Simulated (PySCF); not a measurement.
# The electron affinity along the 4p block

Calculated with PySCF 2.14 from differences of total energies of unrestricted determinants, without spin-orbit coupling. Values in eV. The last column holds reference values (measured affinities from photodetachment; the arrow runs from anion to atom). Unmarked ones compare directly (S terms, centres of terms, or small fine structure); those marked * lie between the lowest fine-structure levels and include a spin-orbit shift.

```tsv
element	configurations	UHF	PBE	PBE0	r2SCAN	MP2 (valence)	CCSD (valence)	reference
Ga (dyall-av2z, non-relativistic)	[Ar] 3d10 4s2 4p2 → [Ar] 3d10 4s2 4p1	-0.026	0.511	0.454	0.537	0.245	0.270	0.301 *
Ge (dyall-av2z, non-relativistic)	[Ar] 3d10 4s2 4p3 → [Ar] 3d10 4s2 4p2	0.893	1.453	1.429	1.538	1.284	1.251	1.233 *
As (dyall-av2z, non-relativistic)	[Ar] 3d10 4s2 4p4 → [Ar] 3d10 4s2 4p3	-0.261	0.879	0.794	0.837	0.319	0.369	0.804 *
Se (dyall-av2z, non-relativistic)	[Ar] 3d10 4s2 4p5 → [Ar] 3d10 4s2 4p4	1.021	2.162	2.095	2.143	1.773	1.738	2.021 *
Br (dyall-av2z, non-relativistic)	[Kr] → [Ar] 3d10 4s2 4p5	2.498	3.566	3.534	3.597	3.396	3.267	3.364 *
```

The highest occupied level of the anion is positive for Ga⁻ at PBE, PBE0, r2SCAN; Ge⁻ at PBE, PBE0, r2SCAN; As⁻ at PBE, PBE0, r2SCAN; Se⁻ at PBE, PBE0, r2SCAN; Br⁻ at PBE, so there the basis helps to hold the electron.

"Valence" correlates the outer s and p shells and, in groups 3 to 12 and the f block, the outer d or f shell, open or full, or the next shell where the ion has no valence electron left; the wider scheme adds the next inner shell.
